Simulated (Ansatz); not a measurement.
Molecule: sum formula HSiOCl₂ (charge 0, doublet). It need not be the lowest isomer of its formula. 
Structure (B3LYP-D3(BJ)/def2-TZVP (Ansatz, a quantum-chemistry and plane-wave program) minimum search):
```
Si
O 1 1.6497
H 1 1.4750 2 101.21
Cl 1 2.0399 3 111.43 2 119.38
Cl 1 2.0399 3 111.43 2 -119.38
```
Charge 0, spin multiplicity 2.

Basis-set convergence of Hartree-Fock and MP2 correlation energies (hartree) with Ansatz. Correlated levels leave the core frozen unless marked. Open shells are spin-unrestricted. No spin-orbit coupling. Non-relativistic.

```csv
basis,functions,E(HF),"E(corr, MP2)"
cc-pV(D+d)Z,88,-1283.48939,-0.50222
cc-pV(T+d)Z,161,-1283.56742,-0.67300
cc-pV(Q+d)Z,277,-1283.58456,-0.73893
cc-pV(5+d)Z,446,-1283.58795,-0.76677
```

Extrapolating the two largest sets (X = 4 and 5) as X^-3: E(corr) = (125·(-0.76677) - 64·(-0.73893))/61 = -0.7960 Eh, an estimate of the basis-set limit. The largest set recovers 96.3 % of it, the smallest 63.1 %.
